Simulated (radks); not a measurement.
Q: These are the eigenvalues of the occupied orbitals of an atom or ion with whole-number occupations (eV). Method: Dirac Kohn-Sham, PBEsol, spin-unpolarised, spherical densities, finite nucleus; Fermi nuclear charge, rms radius of each element as measured or else 0.836 A^(1/3) + 0.57 fm; computed with a radial shooting solver on a logarithmic mesh with Libxc functionals.

| orbital | eigenvalue |
|---|---|
| 1s1/2 | -26502.50 |
| 2s1/2 | -3941.289 |
| 2p1/2 | -3670.420 |
| 2p3/2 | -3478.119 |
| 3s1/2 | -741.5255 |
| 3p1/2 | -632.9418 |
| 3p3/2 | -598.5998 |
| 3d3/2 | -406.2231 |
| 3d5/2 | -399.2418 |
| 4s1/2 | -114.5837 |
| 4p1/2 | -79.7579 |
| 4p3/2 | -73.9147 |
| 4d3/2 | -20.9454 |
| 4d5/2 | -20.2388 |
| 5s1/2 | -13.0766 |

Which element is it, and in what charge state? The configuration may be excited. Open shells, if any, fill j = l - 1/2 first.

A: Z = 48, cadmium, charge +1: Cd+ in [Kr] 4d10 5s1. The list shows which subshells hold electrons but not how many an open one holds; the 1s level, -973.95 hartree, gives Z - s = 44.1 by -(Z - s)^2/2, which with screening and relativity narrows Z to a few neighbours, and the depths of the outer levels then fix element, charge and occupations together.
